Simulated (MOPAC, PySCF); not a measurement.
H₉BSi₃, SMILES `[SiH3]B([SiH3])[SiH3]`, neutral singlet in the gas phase. 

Cartesian coordinates (Å):
SMILES: [SiH3]B([SiH3])[SiH3]
```xyz
13

Si     0.1866     1.9827    -0.2834
B      0.0110     0.0039    -0.0581
Si     1.5774    -1.2252    -0.2405
Si    -1.7602    -0.7559     0.4726
H      1.2932     2.4219    -1.1762
H     -1.0753     2.6346    -0.7313
H      0.4831     2.4692     1.0995
H      2.5979    -0.7850    -1.2304
H      1.2028    -2.6358    -0.5357
H      2.2046    -1.1951     1.1173
H     -2.6654     0.2003     1.1674
H     -1.6714    -2.0049     1.2780
H     -2.3786    -1.1022    -0.8455
```
Charge 0, multiplicity 1.

All levels are single points at this geometry (PBE0-D3(BJ)/def2-TZVP); Pople sets use spherical d functions. Orbital energies aren't observables, and empty levels follow the basis.

```
level                            HOMO (eV)  LUMO (eV)  gap (eV)  dipole (D)  vertical IE, Delta-SCF (eV)
-------------------------------  ---------  ---------  --------  ----------  ---------------------------
PBE-D3(BJ)/def2-TZVP in PySCF        -6.84      -4.04      2.80        0.07                            –
PBE0-D3(BJ)/def2-TZVP in PySCF       -7.99      -3.15      4.84        0.10                            –
ωB97X-D3(BJ)/def2-TZVP in PySCF     -10.36      -1.01      9.35        0.13                            –
B3LYP/LANL2DZ in PySCF               -7.85      -2.88      4.97        0.03                            –
SVWN5/6-31G* in PySCF                -6.77      -3.98      2.79        0.02                            –
PM7 in MOPAC                        -10.40      -1.44      8.96        0.05                            –
```
